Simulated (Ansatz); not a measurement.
Consider the substitution at a C–C bond: `CCC(C)(C)S` + `NBCN` → `CNBCN` + `CC(C)(C)S`.

Gas-phase electronic energies from Ansatz, PBE0-D4/def2-TZVP geometries. CCSD(T)/CBS is the MP2 limit (def2-TZVPP, def2-QZVPP) plus CCSD(T) − MP2 in def2-TZVPP, frozen cores. DFT in def2-TZVPP. Each species was taken in one conformer, which may not be the lowest.

```tsv
level	ΔE (kcal/mol)
PBE-D4	6.2
ωB97M-V	7.1
B2PLYP	5.8
r2SCAN	6.4
MP2/def2-QZVPP	7.9
SCS-MP2/def2-QZVPP	6.8
MP2/CBS(def2)	8.0
CCSD/CBS(def2)	6.9
```

Question: What does CCSD(T)/CBS give? (An estimate is asked.)

Answer: Ansatz gave: +7.1 kcal/mol. The listed levels differ from it by -0.9, 0.0, -1.3, -0.7, 0.8, -0.3, 0.9, -0.2 kcal/mol.

Largest T1 diagnostic among the species: 0.011.

In def2-TZVPP, CCSD(T) changes the Hartree–Fock value by +2.2 kcal/mol (the triples alone add +0.2 kcal/mol) and MP2 by +3.0 kcal/mol. The D4 term adds +1.3 kcal/mol with B3LYP and +0.8 kcal/mol with PBE0; it sums over pairs of atoms, weighted by their polarisabilities, and B3LYP, whose exchange is more repulsive, gets the larger term.

B3LYP here is the variant with VWN-RPA as its local correlation; programs differ in this.
